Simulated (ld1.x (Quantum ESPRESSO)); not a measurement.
## PBEsol TM dataset for Bi, fully relativistic all-electron reference.

```json
{"Element": "Bi", "Generator": "ld1.x (Quantum ESPRESSO) 7.5", "Type": "norm-conserving Troullier–Martins (Kleinman–Bylander form)", "Functional": "PBEsol", "Relativity": "fully relativistic", "Frozen core": "[Xe] 4f14 5d10", "Valence charge": "5", "Reference configuration": "6s2 6p3", "Partial waves": "6s (bound): rc 1.50 bohr; 6p (bound): rc 2.50 bohr; 6d channel at -0.05 Ry: rc 2.55 bohr", "Local potential": "the d channel", "Core correction": "none"}
```

Open shells are filled in proportion to 2j + 1 (rel_dist='average').

All-electron outer shells of the reference configuration (PBEsol, scalar-relativistic, ld1.x):

```json
{"shell": "5p", "level (eV)": "-95.82", "outermost node (bohr)": "0.48", "outermost maximum (bohr)": "0.86"}
{"shell": "5d", "level (eV)": "-27.06", "outermost node (bohr)": "0.51", "outermost maximum (bohr)": "1.03"}
{"shell": "6s", "level (eV)": "-14.53", "outermost node (bohr)": "0.98", "outermost maximum (bohr)": "1.86"}
{"shell": "6p", "level (eV)": "-4.60", "outermost node (bohr)": "1.14", "outermost maximum (bohr)": "2.44"}
```

Calculated quality:

- Cutoffs needed: 50 Ry and 140 Ry (the cutoffs (Ry, on a coarse ladder) from which the occupation-weighted sum of valence levels, in a spherical-Bessel basis at the reference potential, stays within 10 and 1 mRy of its value at 400 Ry)
- Ghost test: ghost states, extra bound levels that the all-electron valence spectrum of the same l lacks: s at -397.7 eV, p1/2 at -120.8 eV, p3/2 at -113.4 eV; a true bound ghost makes a file unfit for plane-wave use (spherical-Bessel basis up to 400 Ry, 20 bohr box)
- Largest excitation error: -65 meV (all-electron minus pseudo) for 6s2 6p0, out of 7 test configurations

Generation and tests took about 3.5 s on one core of a shared server CPU.
